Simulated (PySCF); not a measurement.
**How methods differ on the excitation energy of Te⁺**

Te⁺ [Kr] 4d10 5s2 5p3 (4S) → Te⁺ [Kr] 4d10 5s1 5p3 6s1 (6S), as a difference of total energies. Computed with PySCF 2.14 in dyall-av2z (22s16p12d, 130 functions), with the non-relativistic Hamiltonian (point nucleus). Correlated levels: valence: [Kr] 4d10 frozen; virtual orbitals above 40 to 60 times the deepest correlated orbital energy dropped. The calculations carry no spin-orbit coupling.

| method | excitation energy (eV) |
| --- | --- |
| UHF | 14.293 |
| MP2 (valence) | 15.156 |
| SCS-MP2 (valence) | 15.514 |
| CCSD (valence) | 15.341 |
| CCSD(T) (valence) | 15.362 |

Problem. How much does correlation contribute at CCSD(T) (valence)?

Solution. 15.362 − (14.293) = 1.069 eV, measured against UHF.

The promoted electron is Rydberg-like, and one or two diffuse shells describe it only roughly, which tends to raise the upper state.
